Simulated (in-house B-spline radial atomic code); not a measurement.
The numbers below are computed, except where a source is named.
Extrapolating the RPA correlation energy in partial waves: Ne IV (Ne3+)

All-electron RPA on PBE orbitals from an all-electron radial atomic-structure program (B-spline basis), non-relativistic, point nucleus, configuration [He] 2s2 2p3, highest spin. With empty states up to angular momentum L the sums are:

```csv
L,E_c(L) (hartree)
3,-0.341577
4,-0.354583
5,-0.359803
```

For large l each further wave adds A/(l + 1/2)⁴, because the basis must build the cusp where two electrons meet.

Problem. Estimate the limit from L = 4 and L = 5.

Solution. Wave 5 adds -0.005220, against a sum of (l + 1/2)⁻⁴ of 1.09282e-03, so A = -4.7766. The sum over l > 5 is ζ(4, 6.5) = 1.5223e-03, close to 1/(3 × 6³) = 1.5432e-03. The tail is -0.007271 and the limit -0.36707 hartree.

Problem. How good is the estimate?

Solution. A run to L = 11 sums to -0.36536 and extrapolates to -0.36605 hartree, 0.03 millihartree from the run before. The estimate differs from that by -1.03 millihartree, while the bare sum at L = 5 misses 6.2 millihartree (1.7 %).
